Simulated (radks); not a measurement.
Results of a calculation; reference values are marked as such.
Species: Mg. Configuration: [Ne] 3s2.

Code: a radial shooting solver on a logarithmic mesh with Libxc functionals. Model: non-relativistic Kohn-Sham, PBE, spin-unpolarised, spherical densities, point nucleus.

Energy parts (hartree):
part                      energy
total                 -199.95512
kinetic                199.59392
electron-nucleus      -479.03799
Hartree                 95.79423
exchange-correlation   -16.30528

Orbitals (lengths in bohr, moments of r in powers of bohr; r(90%) holds 90 % of the orbital's charge):
| orbital | occ. | eigenvalue (hartree) | r(90%) |
|---|---|---|---|
| 1s | 2 | -46.20086 | 0.234 |
| 2s | 2 | -2.92348 | 1.11 |
| 2p | 6 | -1.71456 | 1.18 |
| 3s | 2 | -0.17268 | 4.88 |
| 3p | 0 | -0.04914 | 7.36 |

The highest occupied level is 3s at -4.699 eV. The density falls to 0.001 e/bohr^3 at r = 4.52 bohr.
